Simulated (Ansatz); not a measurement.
Ansatz (a program for electronic structure) job for ScCl2, SMILES [Cl][Sc][Cl] (connectivity only; charge and spin as stated), neutral, multiplicity 2, B3LYP-D3(BJ)/def2-TZVP. 

Ansatz 0.2 input:
```yaml
crystal:
  periodic: [false, false, false]
  atoms:
    - {symbol: Sc, position_ang: [-0.00000000, 0.00000000, 0.00538079]}
    - {symbol: Cl, position_ang: [0.00000000, -2.22824863, -0.00332343]}
    - {symbol: Cl, position_ang: [0.00000000, 2.22824862, -0.00332343]}
basis:
  gaussian:
    orbitals: def2-TZVP
hamiltonian:
  xc: b3lyp
  dispersion: d3bj
magnetization: {spin_polarized: true, initial_magnetization: 1}
relax: {f_tol: 0.002, max_steps: 200}
```

Log of the run:

```
WARN ansatz: RAYON_NUM_THREADS=1 ignored (pool sized by the plan → 1); use --threads N
Functional definition: B3LYP
integrals: 0.07 GiB planned
963 factors; integrals over basis functions are off by at most 3.4e-4 eV
mean field: 0.81 GiB planned
mean field evaluation 1: about -45749.2700 eV, gradient 1.7e1 eV
mean field evaluation 2: about -45749.4185 eV, gradient 1.8e1 eV
mean field evaluation 4: about -45750.7053 eV, gradient 1.6e0 eV
mean field evaluation 8: about -45750.7313 eV, gradient 4.6e-2 eV
mean field evaluation 16: about -45750.7314 eV, gradient 8.2e-5 eV
mean field evaluation 32: about -45750.7314 eV, gradient 1.0e-7 eV
mean field -45750.73135537 eV, -1681.3083663504 hartree, gradient 1.6e-8 eV, S^2 0.751441; 5 other end points of the search recorded, 0 dependent functions left out
the calculation of the forces begins
reference -45750.73159168 eV, -1681.3083750345 hartree; 28, 27 occupied and 91, 92 virtual orbitals, 963 factors
relax step   1: F+E_penalty+E_count = -45750.87045670 eV  Δ(F+E_penalty+E_count) = +0.000e0 eV  max|allowed force component| = 1.208e0 eV/Å  Δτ_max = 0.0000 Å  (211 SCF iters, accepted)
these checks for a lower state are left out or cut short: starts, cluster_reference, orbital_swaps, neighbouring_geometries, increment
integrals: 0.07 GiB planned
963 factors; integrals over basis functions are off by at most 3.3e-4 eV
mean field: 0.81 GiB planned
mean field evaluation 64: about -45750.8356 eV, gradient 1.6e-4 eV
mean field -45750.83564021 eV, -1681.3121987477 hartree, gradient 5.2e-10 eV, S^2 0.751392; 0 other end points of the search recorded, 0 dependent functions left out
the calculation of the forces begins
reference -45750.83587946 eV, -1681.3122075398 hartree; 28, 27 occupied and 91, 92 virtual orbitals, 963 factors
relax step   2: F+E_penalty+E_count = -45750.97237742 eV  Δ(F+E_penalty+E_count) = -1.019e-1 eV  max|allowed force component| = 2.553e-1 eV/Å  Δτ_max = 0.0732 Å  (214 SCF iters, accepted)
these checks for a lower state are left out or cut short: starts, cluster_reference, orbital_swaps, neighbouring_geometries, increment
integrals: 0.07 GiB planned
963 factors; integrals over basis functions are off by at most 3.2e-4 eV
mean field: 0.81 GiB planned
mean field -45750.84252900 eV, -1681.3124519059 hartree, gradient 6.9e-11 eV, S^2 0.751322; 0 other end points of the search recorded, 0 dependent functions left out
the calculation of the forces begins
reference -45750.84276931 eV, -1681.3124607371 hartree; 28, 27 occupied and 91, 92 virtual orbitals, 963 factors
relax step   3: F+E_penalty+E_count = -45750.97852348 eV  Δ(F+E_penalty+E_count) = -6.146e-3 eV  max|allowed force component| = 5.152e-3 eV/Å  Δτ_max = 0.0250 Å  (183 SCF iters, accepted)
these checks for a lower state are left out or cut short: starts, cluster_reference, orbital_swaps, neighbouring_geometries, increment
integrals: 0.07 GiB planned
963 factors; integrals over basis functions are off by at most 3.2e-4 eV
mean field: 0.81 GiB planned
mean field evaluation 96: about -45750.8426 eV, gradient 1.1e-5 eV
mean field -45750.84255087 eV, -1681.3124527096 hartree, gradient 1.9e-7 eV, S^2 0.751326; 0 other end points of the search recorded, 0 dependent functions left out
the calculation of the forces begins
reference -45750.84279114 eV, -1681.3124615392 hartree; 28, 27 occupied and 91, 92 virtual orbitals, 963 factors
relax step   4: F+E_penalty+E_count = -45750.97857855 eV  Δ(F+E_penalty+E_count) = -5.507e-5 eV  max|allowed force component| = 6.905e-3 eV/Å  Δτ_max = 0.0069 Å  (168 SCF iters, accepted)
these checks for a lower state are left out or cut short: starts, cluster_reference, orbital_swaps, neighbouring_geometries, increment
integrals: 0.07 GiB planned
963 factors; integrals over basis functions are off by at most 3.2e-4 eV
mean field: 0.81 GiB planned
mean field -45750.84303011 eV, -1681.3124703212 hartree, gradient 7.1e-6 eV, S^2 0.751327; 0 other end points of the search recorded, 0 dependent functions left out
the calculation of the forces begins
reference -45750.84327033 eV, -1681.3124791492 hartree; 28, 27 occupied and 91, 92 virtual orbitals, 963 factors
relax step   5: F+E_penalty+E_count = -45750.97907963 eV  Δ(F+E_penalty+E_count) = -5.011e-4 eV  max|allowed force component| = 1.818e-2 eV/Å  Δτ_max = 0.0270 Å  (67 SCF iters, accepted)
these checks for a lower state are left out or cut short: starts, cluster_reference, orbital_swaps, neighbouring_geometries, increment
integrals: 0.07 GiB planned
963 factors; integrals over basis functions are off by at most 3.0e-4 eV
mean field: 0.80 GiB planned
mean field evaluation 128: about -45750.8535 eV, gradient 1.0e-5 eV
mean field -45750.85345948 eV, -1681.3128535937 hartree, gradient 3.8e-7 eV, S^2 0.751365; 0 other end points of the search recorded, 0 dependent functions left out
the calculation of the forces begins
reference -45750.85369885 eV, -1681.3128623904 hartree; 28, 27 occupied and 91, 92 virtual orbitals, 963 factors
relax step   6: F+E_penalty+E_count = -45750.99011878 eV  Δ(F+E_penalty+E_count) = -1.104e-2 eV  max|allowed force component| = 7.938e-2 eV/Å  Δτ_max = 0.1532 Å  (109 SCF iters, accepted)
these checks for a lower state are left out or cut short: starts, cluster_reference, orbital_swaps, neighbouring_geometries, increment
integrals: 0.07 GiB planned
963 factors; integrals over basis functions are off by at most 2.6e-4 eV
mean field: 0.80 GiB planned
mean field -45750.87503329 eV, -1681.3136464165 hartree, gradient 1.0e-7 eV, S^2 0.751384; 0 other end points of the search recorded, 0 dependent functions left out
the calculation of the forces begins
reference -45750.87527207 eV, -1681.3136551915 hartree; 28, 27 occupied and 91, 92 virtual orbitals, 963 factors
relax step   7: F+E_penalty+E_count = -45751.01279517 eV  Δ(F+E_penalty+E_count) = -2.268e-2 eV  max|allowed force component| = 2.521e-1 eV/Å  Δτ_max = 0.2000 Å  (112 SCF iters, accepted)
these checks for a lower state are left out or cut short: starts, cluster_reference, orbital_swaps, neighbouring_geometries, increment
integrals: 0.07 GiB planned
963 factors; integrals over basis functions are off by at most 2.4e-4 eV
mean field: 0.80 GiB planned
mean field evaluation 160: about -45750.8862 eV, gradient 7.2e-6 eV
mean field -45750.88617075 eV, -1681.3140557107 hartree, gradient 7.2e-6 eV, S^2 0.751402; 0 other end points of the search recorded, 0 dependent functions left out
the calculation of the forces begins
reference -45750.88640853 eV, -1681.3140644490 hartree; 28, 27 occupied and 91, 92 virtual orbitals, 963 factors
relax step   8: F+E_penalty+E_count = -45751.02509230 eV  Δ(F+E_penalty+E_count) = -1.230e-2 eV  max|allowed force component| = 1.547e-1 eV/Å  Δτ_max = 0.0537 Å  (67 SCF iters, accepted)
these checks for a lower state are left out or cut short: starts, cluster_reference, orbital_swaps, neighbouring_geometries, increment
integrals: 0.07 GiB planned
963 factors; integrals over basis functions are off by at most 2.3e-4 eV
mean field: 0.80 GiB planned
mean field -45750.89210435 eV, -1681.3142737664 hartree, gradient 3.9e-7 eV, S^2 0.751405; 0 other end points of the search recorded, 0 dependent functions left out
the calculation of the forces begins
reference -45750.89234165 eV, -1681.3142824871 hartree; 28, 27 occupied and 91, 92 virtual orbitals, 963 factors
relax step   9: F+E_penalty+E_count = -45751.03199011 eV  Δ(F+E_penalty+E_count) = -6.898e-3 eV  max|allowed force component| = 8.561e-2 eV/Å  Δτ_max = 0.0403 Å  (112 SCF iters, accepted)
these checks for a lower state are left out or cut short: starts, cluster_reference, orbital_swaps, neighbouring_geometries, increment
integrals: 0.07 GiB planned
963 factors; integrals over basis functions are off by at most 2.3e-4 eV
mean field: 0.81 GiB planned
mean field evaluation 192: about -45750.8768 eV, gradient 3.7e-6 eV
mean field -45750.87678503 eV, -1681.3137107919 hartree, gradient 3.7e-6 eV, S^2 0.751416; 0 other end points of the search recorded, 0 dependent functions left out
the calculation of the forces begins
reference -45750.87702116 eV, -1681.3137194695 hartree; 28, 27 occupied and 91, 92 virtual orbitals, 963 factors
relax step  10: F+E_penalty+E_count = -45751.02028135 eV  Δ(F+E_penalty+E_count) = +1.171e-2 eV  max|allowed force component| = 4.578e-1 eV/Å  Δτ_max = 0.1954 Å  (68 SCF iters, rejected (line search))
these checks for a lower state are left out or cut short: starts, cluster_reference, orbital_swaps, neighbouring_geometries, increment
integrals: 0.07 GiB planned
963 factors; integrals over basis functions are off by at most 2.1e-4 eV
mean field: 0.80 GiB planned
mean field -45750.89738851 eV, -1681.3144679557 hartree, gradient 5.0e-6 eV, S^2 0.751394; 0 other end points of the search recorded, 0 dependent functions left out
the calculation of the forces begins
reference -45750.89762501 eV, -1681.3144766467 hartree; 28, 27 occupied and 91, 92 virtual orbitals, 963 factors
relax step  11: F+E_penalty+E_count = -45751.03978875 eV  Δ(F+E_penalty+E_count) = -7.799e-3 eV  max|allowed force component| = 1.609e-2 eV/Å  Δτ_max = 0.0977 Å  (64 SCF iters, accepted)
these checks for a lower state are left out or cut short: starts, cluster_reference, orbital_swaps, neighbouring_geometries, increment
integrals: 0.07 GiB planned
963 factors; integrals over basis functions are off by at most 2.0e-4 eV
mean field: 0.81 GiB planned
mean field -45750.89704750 eV, -1681.3144554238 hartree, gradient 6.9e-6 eV, S^2 0.751393; 0 other end points of the search recorded, 0 dependent functions left out
the calculation of the forces begins
reference -45750.89728387 eV, -1681.3144641103 hartree; 28, 27 occupied and 91, 92 virtual orbitals, 963 factors
relax step  12: F+E_penalty+E_count = -45751.03986210 eV  Δ(F+E_penalty+E_count) = -7.335e-5 eV  max|allowed force component| = 1.387e-2 eV/Å  Δτ_max = 0.0180 Å  (66 SCF iters, accepted)
these checks for a lower state are left out or cut short: starts, cluster_reference, orbital_swaps, neighbouring_geometries, increment
integrals: 0.07 GiB planned
963 factors; integrals over basis functions are off by at most 2.1e-4 eV
mean field: 0.81 GiB planned
mean field -45750.89718942 eV, -1681.3144606394 hartree, gradient 1.0e-5 eV, S^2 0.751393; 0 other end points of the search recorded, 0 dependent functions left out
the calculation of the forces begins
reference -45750.89742582 eV, -1681.3144693270 hartree; 28, 27 occupied and 91, 92 virtual orbitals, 963 factors
relax step  13: F+E_penalty+E_count = -45751.03989537 eV  Δ(F+E_penalty+E_count) = -3.327e-5 eV  max|allowed force component| = 4.100e-4 eV/Å  Δτ_max = 0.0055 Å  (53 SCF iters, accepted)
integrals: 0.07 GiB planned
963 factors; integrals over basis functions are off by at most 2.1e-4 eV
mean field: 0.81 GiB planned
mean field evaluation 224: about -45749.3207 eV, gradient 1.7e1 eV
mean field evaluation 256: about -45750.7093 eV, gradient 2.7e0 eV
mean field -45750.89718942 eV, -1681.3144606394 hartree, gradient 1.0e-5 eV, S^2 0.751393; 5 other end points of the search recorded, 0 dependent functions left out
the calculation of the forces begins
reference -45750.89742582 eV, -1681.3144693270 hartree; 28, 27 occupied and 91, 92 virtual orbitals, 963 factors
Total energy: -45751.04013177 eV, -1681.3197136737 hartree
Atom 0 at     0.000000     0.000000     0.600393 Å, force    -0.000000    -0.000000    -0.000410 eV/Å
Atom 1 at    -0.000000    -2.112707    -0.300829 Å, force     0.000000    -0.000056     0.000205 eV/Å
Atom 2 at    -0.000000     2.112707    -0.300829 Å, force     0.000000     0.000056     0.000205 eV/Å
Dipole moment:    -0.000000    -0.000000     0.767502 e Å
```

The calculation finished and met its thresholds.
